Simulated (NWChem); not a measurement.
Species: BiCl$_{2}$ cation; SMILES [Cl][Bi+][Cl]

```xyz
3

Bi     0.0000     0.0000     0.4452
Cl     1.8254     0.0000    -1.0867
Cl    -1.8254     0.0000    -1.0867
```
Atoms are numbered in this order, from 1.

Results from NWChem. Coordinates come from a PBE0/def2-SVP optimisation. def2 effective core potentials on Bi; no spin-orbit coupling. Vertical excitations in the gas phase.

Question: Predict the results for PBE0/def2-SVPD, full TDDFT. Quantities: lowest excitation, singlet (eV); oscillator strength of that lowest state; lowest state with f > 0.02, singlet (eV); oscillator strength of that bright state; orbital gap (eV).

Answer: 
```json
{
  "lowest excitation, singlet (eV)": "3.00",
  "oscillator_strength_of_that_lowest_state": "0.000",
  "lowest state with f > 0.02, singlet (eV)": "3.78",
  "oscillator_strength_of_that_bright_state": "0.038",
  "orbital gap (eV)": "4.39"
}
```
